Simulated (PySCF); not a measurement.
From one molecule to another.

First species: C₄H₁₀Ge.
Z-matrix (Å and degrees, PBE0-D3(BJ)/def2-SVP geometry), rows numbered from 1:
```
C 
C   1  1.3334
C   2  1.4972  1  125.11
C   3  1.5324  2  113.73  1  -114.59
Ge  4  1.9653  3  115.30  2   -62.27
H   1  1.0932  2  121.76  3   179.47
H   1  1.0953  2  121.25  3    -0.81
H   2  1.0985  1  118.52  3  -179.16
H   3  1.1054  2  108.90  1   123.68
H   3  1.1032  2  109.15  1     8.08
H   4  1.1021  3  109.85  2   177.13
H   4  1.1023  3  110.12  2    59.91
H   5  1.5410  4  111.79  3    74.20
H   5  1.5409  4  109.79  3  -165.49
H   5  1.5435  4  109.59  3   -45.98
```

Second species: C₄H₁₀Ge.
InChI=1S/C4H10Ge/c1-3-2-4(3)5/h3-4H,2H2,1,5H3/t3-,4-/m1/s1

Levels: B3LYP/def2-SVPD for dipole moment, HOMO energy, LUMO energy, HOMO–LUMO gap, static isotropic polarisability and electronic spatial extent ⟨r²⟩ about the centre of nuclear charge; TDDFT B3LYP/def2-SVPD for lowest singlet excitation; TDA B3LYP/def2-SVPD for lowest triplet excitation (Tamm–Dancoff); ΔSCF B3LYP/def2-SVPD for vertical ionisation energy; PBE0-D3(BJ)/def2-SVP for rotational constant A and rotational constant C. Geometries: PBE0-D3(BJ)/def2-SVP. All species are isolated and taken at one optimised geometry, non-relativistic unless stated. Electronic properties by PySCF.

Dipoles, sizes and rotational constants follow the conformer. The torsions of the flexible species, by atom-mapped SMILES:
- `[CH2:1]=[CH:2][CH2:3][CH2:4][GeH3:5]`: C1–C2–C3–C4 -115°, C2–C3–C4–Ge5 -62°

```tsv
property	column X	column Y
dipole moment	0.75 D	0.90 D
HOMO energy	-7.30 eV	-7.62 eV
LUMO energy	-0.18 eV	0.26 eV
HOMO–LUMO gap	7.12 eV	7.88 eV
lowest singlet excitation	6.69 eV	7.05 eV
lowest triplet excitation (Tamm–Dancoff)	4.42 eV	6.91 eV
static isotropic polarisability	83.7 au	80.3 au
vertical ionisation energy	9.65 eV	9.71 eV
electronic spatial extent ⟨r²⟩ about the centre of nuclear charge	992 bohr²	912 bohr²
rotational constant A	7.923 GHz	8.577 GHz
rotational constant C	1.177 GHz	1.327 GHz
```

Q: Which column belongs to which species?

A: Column X is the first species and column Y the second. The first has 15 atoms and 66 electrons, the second 15 and 66.

Q: How does each property change from the first species to the second?

A: dipole moment +0.15 D; HOMO energy -0.32 eV; LUMO energy +0.44 eV; HOMO–LUMO gap +0.76 eV; lowest singlet excitation +0.36 eV; lowest triplet excitation (Tamm–Dancoff) +2.49 eV; static isotropic polarisability -3.4 au; vertical ionisation energy +0.06 eV; electronic spatial extent ⟨r²⟩ about the centre of nuclear charge -80 bohr²; rotational constant A +0.654 GHz; rotational constant C +0.150 GHz.

On the first: The vertical singlet–triplet gap S1 − T1 is 2.27 eV (TDDFT singlet less Tamm–Dancoff triplet; S1: HOMO→LUMO, weight 0.48, beside HOMO→LUMO+1, weight 0.43; T1: HOMO→LUMO, weight 0.78). S1 lies 0.43 eV below the HOMO–LUMO gap; its leading configuration is HOMO→LUMO, weight 0.48, beside HOMO→LUMO+1, weight 0.43. Relativistic effects, spin–orbit coupling among them, are left out although an element past zinc is present.

On the second: S1 lies 0.83 eV below the HOMO–LUMO gap; its leading configuration is HOMO→LUMO, weight 0.95. The polarisability is 11.89 Å³ as a volume (1 au = 0.148185 Å³), or 1.22 au for each of the 66 electrons. Relativistic effects, spin–orbit coupling among them, are left out although an element past zinc is present.
